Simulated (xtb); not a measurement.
BClH₄O₂Si, SMILES OB(O)[SiH2]Cl. All values are semi-empirical tight-binding results from xtb (GFN2-xTB unless named), good for trends rather than for accurate numbers. Coordinates come from a GFN2-xTB optimisation. One conformer was computed; it need not be the lowest.

Optimised geometry:

Bonds (Å): Si1–Cl2 2.045, Si1–B3 1.991, Si1–H6 1.471, Si1–H7 1.471, B3–O4 1.355, B3–O5 1.351, O4–H8 0.954, O5–H9 0.957. Bond angles (°): Cl2–Si1–B3 108.2, Cl2–Si1–H6 105.4, Cl2–Si1–H7 105.7, B3–Si1–H6 116.3, B3–Si1–H7 116.3, H6–Si1–H7 104.0, Si1–B3–O4 123.8, Si1–B3–O5 122.5, O4–B3–O5 113.7, B3–O4–H8 118.5, B3–O5–H9 117.3.
Charge 0, spin multiplicity 1.

```yaml
orbital_gap: 4.11 eV
dipole_moment: 2.01 D
zero_point_energy: 31.2 kcal/mol
G − E(el) at 298.15 K (modified RRHO): 11.4 kcal/mol
static polarisability (D4 model): 65.1 bohr³
solvation energy, GFN2-xTB/ALPB(water): -8.5 kcal/mol
solvation energy, GFN2-xTB/ALPB(acetone): -9.9 kcal/mol
```

Q: Give the atomic charges and the Wiberg bond orders between heavy atoms. (The exact figures need the calculation; the answer reports its results.)

A: charges (e) Si1 0.42, Cl2 -0.30, B3 0.36, O4 -0.45, O5 -0.45, H6 -0.09, H7 -0.09, H8 0.30, H9 0.31. Bond orders Si1–Cl2 1.05, Si1–B3 0.83, B3–O4 1.21, B3–O5 1.24.
